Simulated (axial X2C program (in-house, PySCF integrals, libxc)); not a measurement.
# YSe⁻ at several levels of theory

Computed with an axial X2C code built on PySCF integrals. Spin-free means the one-electron spin-free X2C Hamiltonian; two-component (2c) means X2C with spin–orbit coupling and atomic mean-field two-electron Coulomb and Gaunt terms, so the difference of the two also holds small scalar two-electron terms. Basis: Y dyall-acv3z [12s13p10d6f3g], Se dyall-acv3z [9s10p7d5f1g] (cores contracted in-house); Gaussian nuclei, density fitting, unrestricted open shells. Masses: Y 88.906 u, Se 79.917 u.

State, spin-free: M_S = 0, Λ = 0 (closed shell); electrons by block: σα: 17, σβ: 17, π+α: 8, π+β: 8, π-α: 8, π-β: 8, δ+α: 2, δ+β: 2, δ-α: 2, δ-β: 2. Fragments: Y + Se-.

State, 2c: Ω = 0 (closed shell); electrons by block: 1/2: 25, -1/2: 25, 3/2: 10, -3/2: 10, 5/2: 2, -5/2: 2. Fragments: Y + Se-.

```csv
Hamiltonian,level,Re (Å),ωe (cm⁻¹),ωexe (cm⁻¹),αe (cm⁻¹),De (eV),D0 (eV),k (mdyn/Å),μ (D)
spin-free,PBE0,2.459,313.3,0.561,0.000167,4.48,4.46,2.43,-0.25
spin-free,HF,2.515,306.6,0.495,0.000149,3.20,3.18,2.33,-0.80
spin-free,MP2,2.512,301.6,0.511,0.000155,4.60,4.58,2.26,n/a
spin-free,CCSD,2.520,300.5,0.496,0.000151,4.38,4.37,2.24,n/a
spin-free,CCSD(T),2.525,296.6,0.517,0.000156,4.55,4.53,2.18,n/a
spin-free,TPSSh,2.467,309.1,0.573,0.000169,4.55,4.53,2.37,0.07
2c,PBE0,2.459,313.1,0.563,0.000168,n/a,n/a,2.43,-0.24
2c,HF,2.514,306.4,0.496,0.00015,n/a,n/a,2.33,-0.79
2c,MP2,2.512,301.4,0.512,0.000156,n/a,n/a,2.25,n/a
2c,CCSD,2.520,300.3,0.496,0.000152,n/a,n/a,2.24,n/a
2c,CCSD(T),2.525,296.4,0.517,0.000156,n/a,n/a,2.18,n/a
2c,TPSSh,2.467,308.9,0.575,0.00017,n/a,n/a,2.37,0.08
```

Correlated methods: 10 electrons correlated (number of frozen shells: Y 4 s, 3 p, 1 d; Se 3 s, 2 p, 1 d), 374 virtual spin orbitals or spinors in MP2, 90 natural virtuals in coupled cluster.

Dipoles are positive if Se is the positive end and refer to the centre of mass.

The state is one determinant whose occupation by symmetry is held fixed; it was picked as the lowest of a PBE0 search that is not exhaustive. Closed shells are restricted here (equal orbitals for both partners); the stretched side of such a curve lies too high. De is counted from the lowest determinant-based energies of the atoms at the same level, without counterpoise correction. De is not given where an atomic determinant may have missed its ground term or J level, or where the truncated virtual space spoils (T). Coupled cluster ran in a truncated set of natural virtual spinors; the MP2 energy of the rest was added. (T) has no such correction and the atoms are truncated less, which lowers De at CCSD(T) by a hundredth of an eV or more. The functionals have no current-density term, which raises determinants with orbital currents, atoms included. The outer-core s and p shells of the metal are frozen in the correlated rows, which leaves out core–valence correlation; for alkali and alkaline-earth bonds that tends to lengthen them. The highest occupied level of some functionals is positive through self-interaction error; at Hartree–Fock it is bound. With the outer-core shells frozen, correlated bond lengths of heavy atoms tend to come out a few hundredths of an ångström too long. Hartree–Fock gets electron affinities wrong, so its lowest charge split need not be the true one.

Rough cost a point (2c) on 1 thread(s) of a shared host, integrals apart: PBE0 1.2 s, HF 0.9 s, CCSD(T) 5 s, TPSSh 1.9 s.

The whole task took 4.6 min on 1 thread of Arm Neoverse V1, with other jobs on the host.
